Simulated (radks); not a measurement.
All-electron atom: the mercury ion Hg+ in [Xe] 4f14 5d10 6s1 (the NIST ground configuration). Calculated with a radial shooting solver on a logarithmic mesh with Libxc functionals: scalar-relativistic Kohn-Sham, PBEsol, spin-polarised, spherical densities, finite nucleus; open shells are filled with parallel spins first (spin-orbit coupling, left out, can overturn this in heavy ions); Fermi nuclear charge, rms radius 5.4648 fm.

Local quantities along the radius. ELF = 1/(1 + alpha^2) is the electron localisation function; alpha = (tau - tau_W)/tau_unif compares the Pauli kinetic energy density with that of the uniform gas (summed over spins); r v_xc is r times the local exchange-correlation potential of spin up (hartree bohr); 4 pi r^2 rho is in e/bohr; -r V(r) is the screened charge that the Kohn-Sham potential of spin up presents (atomic units). tau is taken from the large components.

r (bohr)	ELF	alpha	r v_xc	4 pi r^2 rho	-r V(r)
0.001596	0.999	0.02657	-0.1621	21.36	79.20
0.001858	0.999	0.02856	-0.1784	26.21	79.06
0.002163	0.999	0.03109	-0.1968	31.94	78.90
0.002538	0.999	0.03453	-0.2182	38.97	78.70
0.002955	0.999	0.03880	-0.2406	46.63	78.48
0.003468	0.998	0.04475	-0.2662	55.65	78.21
0.004037	0.997	0.05236	-0.2923	64.97	77.92
0.004737	0.996	0.06338	-0.3213	75.24	77.56
0.005515	0.994	0.07812	-0.3498	84.99	77.17
0.00642	0.990	0.09921	-0.3786	94.13	76.72
0.007534	0.983	0.1322	-0.4085	102.3	76.17
0.008771	0.969	0.1800	-0.4354	108.0	75.59
0.01029	0.937	0.2588	-0.4610	111.0	74.88
0.01198	0.876	0.3769	-0.4818	110.8	74.12
0.01406	0.755	0.5701	-0.4995	107.8	73.21
0.01637	0.590	0.8334	-0.5129	103.5	72.23
0.01906	0.433	1.143	-0.5256	99.68	71.13
0.02236	0.343	1.385	-0.5448	98.75	69.83
0.02604	0.345	1.379	-0.5795	102.9	68.46
0.03055	0.435	1.140	-0.6401	113.5	66.87
0.03557	0.571	0.8668	-0.7123	127.5	65.19
0.04174	0.692	0.6676	-0.7874	142.1	63.24
0.04859	0.741	0.5913	-0.8457	150.0	61.20
0.05657	0.715	0.6307	-0.8835	148.5	58.97
0.06639	0.595	0.8245	-0.8987	137.3	56.42
0.07728	0.433	1.145	-0.8995	124.2	53.81
0.09069	0.348	1.370	-0.9192	117.3	50.88
0.1056	0.414	1.189	-0.9949	122.3	47.95
0.1239	0.585	0.8420	-1.108	134.7	44.73
0.1442	0.701	0.6539	-1.194	140.3	41.52
0.1679	0.699	0.6564	-1.223	130.0	38.23
0.1971	0.535	0.9332	-1.185	105.1	34.68
0.2294	0.321	1.455	-1.125	83.64	31.26
0.2692	0.311	1.489	-1.168	77.73	27.69
0.3134	0.512	0.9754	-1.307	85.76	24.36
0.3678	0.688	0.6732	-1.431	92.25	20.95
0.4282	0.712	0.6358	-1.468	84.56	17.91
0.4984	0.619	0.7845	-1.410	65.27	15.17
0.5849	0.427	1.157	-1.289	43.99	12.61
0.6809	0.316	1.471	-1.198	31.00	10.49
0.7991	0.395	1.238	-1.203	25.00	8.573
0.9303	0.571	0.8675	-1.240	22.14	6.994
1.092	0.659	0.7201	-1.247	18.59	5.566
1.271	0.630	0.7662	-1.209	14.25	4.452
1.48	0.540	0.9236	-1.142	9.964	3.582
1.736	0.430	1.152	-1.060	6.343	2.909
2.021	0.347	1.373	-0.9797	3.909	2.461
2.372	0.285	1.582	-0.8884	2.208	2.130
2.761	0.237	1.792	-0.7778	1.184	1.891
3.24	0.183	2.114	-0.6253	0.5452	1.670
3.772	0.125	2.641	-0.4905	0.2261	1.506
4.392	0.072	3.581	-0.4170	0.07941	1.422
5.154	0.032	5.533	-0.3577	0.02123	1.359
6	0.011	9.700	-0.2641	0.004696	1.264
7.041	0.002	21.33	-0.1572	0.0006944	1.157

On this mesh the ELF has minima near r = 0.022, 0.091, 0.27, 0.68 bohr, which separate the shells, and maxima near 0.049 (0.74), 0.14 (0.70), 0.43 (0.71), 1.1 (0.66).

Self-consistent cycle (total energy in hartree, residual of the potential): 1: -19597.88336, 1e+01; 2: -19610.21959, 6e+00; 3: -19612.29287, 9e-01; 4: -19612.14724, 8e-01; 5: -19612.22391, 2e-02; 6: -19612.22967, 1e-02; 7: -19612.22973, 4e-03; 8: -19612.22976, 2e-03; 9: -19612.22976, 1e-04; 10: -19612.22976, 7e-05; 11: -19612.22976, 6e-06; 12: -19612.22976, 8e-07; 13: -19612.22976, 3e-08; 14: -19612.22976, 4e-09.
